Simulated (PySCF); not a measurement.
# Relaxation of triplet [AuSe2]-

Computed with UPBE0/[Au def2-TZVPD with ECP60, Se def2-TZVPD], scalar-relativistic core potentials, density fitting, no spin–orbit coupling, PySCF. A (50,194) grid was used.

A hand-made linear start, of D∞h symmetry, held to at least that symmetry:

Coordinates in bohr (charge -1 multiplicity 3):
```
Au    0.0000    0.0000    0.0000
Se    0.0000    0.0000    4.3086
Se    0.0000    0.0000   -4.3086
```

Question: What does it relax to?

Answer: It ends at D∞h with Au–Se 2.335 Å (×2); Se–Au–Se 180.0° (after a last refinement on a finer grid). A frequency run shows a minimum. Other isomers or separated fragments may lie lower.

Question: How much energy is released, and in how many steps?

Answer: 3.8 kJ/mol in 3 steps.

Open d and f shells are described by one determinant, and the ground state may have another occupation or spin. Spin–orbit coupling, left out here, can matter for elements this heavy.

The relaxation took of the order of 2.5 core-minutes on a shared host.
